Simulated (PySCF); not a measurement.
**Electron correlation in Sm(45+) (samarium, charge +45)**

[Ne] 3s2 3p5, 2P determinant. All numbers are calculated (PySCF 2.14, the non-relativistic Hamiltonian (point nucleus), in an even-tempered Gaussian basis (16 s from 9.2 bohr⁻², ratio 2.5; 10 p from 12 bohr⁻², ratio 2.5; 4 d from 52 bohr⁻², ratio 2.7; 4 f from 77 bohr⁻², ratio 2.7)). Frozen: 1s2; 15 electrons correlated; the 17 highest virtual orbitals of each spin left out.

```
  level  correlation energy (mhartree)
   CCSD                        -600.35
    (T)                          -1.06
CCSD(T)                        -601.41
```

Diagnostics: T1 = 0.00052, D1 = 0.0025, largest double amplitude 0.022.

A non-relativistic calculation at this Z misses sizeable relativistic shifts. Spin-orbit coupling, absent here, splits the open shell strongly.

Cost of the coupled-cluster step: of the order of 50 core-seconds, for 15 correlated electrons.

At this charge a non-relativistic calculation is a model, useful for the Z dependence of the correlation energy.
